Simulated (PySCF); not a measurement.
PySCF input file for Y(OH)2 (H2O2Y), SMILES [OH][Y][OH] (connectivity only; charge and spin as stated), neutral, multiplicity 2, PBE-D3(BJ)/def2-TZVP. Geometry optimised at PBE-D3(BJ)/def2-TZVP. The def2 effective core potentials stand for the cores of Y; spin–orbit coupling is left out. Other conformers were not sampled.

```python
import numpy as np
from pyscf import gto, scf, dft, df
from pyscf.hessian import thermo

mol = gto.M(
    atom='''
    Y     0.00000000    0.00000000   -0.34486505
    O    -0.00000000   -1.72911068    0.66486341
    H    -0.00000000   -2.34608726    1.40596117
    O    -0.00000000    1.72911067    0.66486341
    H     0.00000001    2.34608725    1.40596118
    ''',
    basis='def2-TZVP',
    ecp={'Y': 'def2-tzvp'},
    charge=0,
    spin=1,
    max_memory=1600,
    verbose=3,
)
mf = dft.UKS(mol, xc='pbe').density_fit(auxbasis='def2-universal-jkfit')
mf.disp = 'd3bj'
mf.grids.level = 3
mf.conv_tol = 1e-11
mf.max_cycle = 100
mf.kernel()
fine, coarse = mf.grids, dft.Grids(mol).set(level=1).build(with_non0tab=True)
for _ in range(3):  # follow internal instabilities
    mf.grids = coarse
    mo, _, stable, _ = mf.stability(return_status=True, nroots=4)
    mf.grids = fine
    if stable:
        break
    mf.kernel(mf.make_rdm1(mo, mf.mo_occ))

# [left out here: the lines that compute and print the analytic Hessian (its translational invariance restored by hand, since the grid's response is missing), thermochemistry and intensities]
```

Output:

```

WARN: HOMO -0.509964741495316 >= LUMO -0.509964741495319

converged SCF energy = -189.991747455512  <S^2> = 0.75080925  2S+1 = 2.0008091
<class 'pyscf.df.df_jk.DFUKS'> wavefunction is stable in the internal stability analysis

WARN: DFTD3 does not support analytical Hessian, using finite difference


WARN: Mole.unit (angstrom) is changed to Bohr

Mode                                 0                   1                   2
Irrep
Freq [cm^-1]                      115.7855            293.3030            347.9278
Reduced mass [au]                   4.6598              1.1527              1.1968
Force const [Dyne/A]                0.0368              0.0584              0.0854
Char temp [K]                     166.5896            421.9977            500.5907
Normal mode                   x     y     z       x     y     z       x     y     z
       0   Y                -0.00 -0.00 -0.04    0.00  0.01 -0.00    0.01 -0.00 -0.00
       1   O                 0.00  0.10  0.11   -0.00 -0.05 -0.04   -0.07 -0.00  0.00
       2   H                -0.00  0.21  0.20    0.00  0.50  0.42    0.64 -0.00 -0.00
       3   O                -0.00 -0.10  0.11   -0.00 -0.05  0.04   -0.07  0.00  0.00
       4   H                 0.00 -0.21  0.20    0.00  0.50 -0.42    0.64 -0.00  0.00
Mode                                 3                   4                   5
Irrep
Freq [cm^-1]                      354.8042            360.8278            613.4625
Reduced mass [au]                   1.1168              1.2383              9.0292
Force const [Dyne/A]                0.0828              0.0950              2.0021
Char temp [K]                     510.4842            519.1509            882.6359
Normal mode                   x     y     z       x     y     z       x     y     z
       0   Y                 0.00  0.00  0.00   -0.00  0.00  0.01   -0.00 -0.05 -0.00
       1   O                -0.06 -0.00 -0.00    0.00 -0.06 -0.04    0.00  0.13 -0.08
       2   H                 0.67  0.00  0.00   -0.00  0.48  0.41    0.00  0.17 -0.05
       3   O                 0.06 -0.00 -0.00   -0.00  0.06 -0.04    0.00  0.13  0.08
       4   H                -0.67 -0.00  0.00    0.00 -0.48  0.41   -0.00  0.17  0.05
Mode                                 6                   7                   8
Irrep
Freq [cm^-1]                      630.1812           3830.7029           3831.4721
Reduced mass [au]                   8.1915              1.0684              1.0690
Force const [Dyne/A]                1.9167              9.2375              9.2459
Char temp [K]                     906.6904           5511.5286           5512.6353
Normal mode                   x     y     z       x     y     z       x     y     z
       0   Y                -0.00  0.00 -0.03    0.00 -0.00 -0.00    0.00  0.00 -0.00
       1   O                -0.00 -0.13  0.09   -0.00  0.03 -0.03   -0.00 -0.03  0.03
       2   H                 0.00 -0.18  0.06    0.00 -0.44  0.52   -0.00  0.44 -0.52
       3   O                 0.00  0.13  0.09    0.00  0.03  0.03    0.00  0.03  0.03
       4   H                -0.00  0.18  0.06   -0.00 -0.44 -0.52   -0.00 -0.44 -0.52
temperature 298.1500 [K]
pressure 101325.00 [Pa]
Rotational constants [GHz] 17.82384 4.73358 3.74026
Symmetry number 2
Zero-point energy (ZPE) 0.02364 [Eh]   62077.018 [J/mol]
                           tot       elec      trans        rot        vib
Entropy [J/mol/K]       308.193      5.763    168.754     96.477     37.199
Cv [J/mol/K]             68.006      0.000     12.472     12.472     43.063
Cp [J/mol/K]             76.321      0.000     20.786     12.472     43.063
Internal energy [J/mol]                      3718.434   3718.434  68638.876
Internal energy [Eh]   -189.96277  -189.99175
Enthalpy [J/mol]                             6197.391   3718.434  68638.876
Enthalpy [Eh]          -189.96183
Gibbs free energy [J/mol]                  -44116.544 -25046.119  57547.873
Gibbs free energy [Eh] -189.99683
mode   freq/cm-1   IR/(km/mol)
   1      115.79         0.203
   2      293.30       170.920
   3      347.93       170.491
   4      354.80         0.000
   5      360.83        57.661
   6      613.46       115.995
   7      630.18        51.567
   8     3830.70       126.170
   9     3831.47       131.907
max |gradient| / (hartree/bohr): 0.00022088169349849173
APT charges: [ 0.9724 -0.7758  0.2896 -0.7758  0.2896]
```

The calculation finished and met its thresholds.

Cost: about 90 core-seconds (a rough figure).
